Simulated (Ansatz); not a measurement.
# Cost against result

Saddle point of BSiH₇O₃, closed shell (BH₃O₃ ([OH][B]([OH])[OH]) + SiH₄ → BSiH₅O₂ ([OH][B]([OH])[SiH3]) + H₂O; bonds formed: B1–Si6, O2–H5; bonds broken: B1–O2, H5–Si6), PBE0-D4/def2-TZVP structure:

B1  (-0.413, -0.234, -0.678)
O2  (0.811, 0.170, -1.567)
O3  (-0.682, -1.582, -0.588)
O4  (-1.446, 0.649, -0.919)
H5  (1.031, 0.451, -0.478)
Si6  (0.551, 0.320, 1.438)
H7  (0.560, 0.951, -2.083)
H8  (0.091, -2.136, -0.468)
H9  (-2.297, 0.293, -0.653)
H10  (-0.770, 0.246, 2.125)
H11  (1.405, -0.756, 2.029)
H12  (1.158, 1.627, 1.842)
(Å)

Barriers are electronic and count from the start structure reached by relaxing down the imaginary mode.

Program: Ansatz 0.2.0. Basis: as named in each row. Cores are frozen in the correlated methods. B3LYP uses VWN-RPA correlation. Extrapolation: Hartree–Fock as exp(−7.88 √X), correlation as X^−2.97.

Times are rough, for one single point on 8 threads of a shared host (Intel Xeon Platinum 8488C).

The estimate by CCSD(T) at an estimated basis limit (MP2 extrapolated from triple and quadruple zeta, plus CCSD(T) − MP2 in triple zeta) is 287.7 kJ/mol.

| method | basis | time (s) | barrier (kJ/mol) | method less estimate |
| --- | --- | --- | --- | --- |
| HF | STO-3G | under 1 | 417.4 | 129.7 |
| PBE-D4 | STO-3G | under 1 | 251.1 | -36.6 |
| SPW92 | def2-SVP | under 1 | 193.5 | -94.2 |
| B3LYP-D4 | 6-31G | under 1 | 269.9 | -17.8 |
| PBE-D4 | def2-SVP | under 1 | 227.4 | -60.2 |
| PBE0-D4 | def2-SVP | under 1 | 254.6 | -33.0 |
| SPW92 | def2-TZVPP | under 1 | 202.9 | -84.8 |
| PBE-D4 | def2-TZVPP | 1 | 232.8 | -54.9 |
| BLYP-D4 | def2-TZVPP | 1 | 266.1 | -21.6 |
| wB97M-V | def2-SVP | 1 | 273.8 | -13.9 |
| B3LYP-D4 | def2-TZVPP | 1 | 283.4 | -4.3 |
| BHLYP-D4 | def2-TZVPP | 2 | 312.7 | 25.0 |
| PBE0-D4 | def2-TZVPP | 2 | 256.8 | -30.9 |
| r2SCAN-D4 | def2-TZVPP | 2 | 257.6 | -30.1 |
| CAM-B3LYP-D4 | def2-TZVPP | 2 | 292.0 | 4.3 |
| r2SCAN0-D4 | def2-TZVPP | 2 | 273.1 | -14.6 |
| CCSD(T) | def2-SVP | 3 | 304.4 | 16.8 |
| PBE-QIDH | def2-TZVPP | 3 | 277.9 | -9.8 |
| B2PLYP | def2-TZVPP | 3 | 291.7 | 4.1 |
| RPA on PBE | def2-TZVPP | 3 | 286.6 | -1.1 |
| B97M-V | def2-TZVPP | 3 | 275.9 | -11.8 |
| wB97X-V | def2-TZVPP | 3 | 282.9 | -4.7 |
| wB97M-V | def2-TZVPP | 3 | 280.1 | -7.6 |
| MP2 | def2-QZVPP | 12 | 284.9 | -2.8 |
| CCSD(T) | def2-TZVPP | 61 | 287.7 | 0.0 |

All methods are single points on the PBE0-D4 structures.

No T1 diagnostic of these runs exceeds 0.014.

Labels in which every atom is bracketed show which atoms are joined, not bond orders.
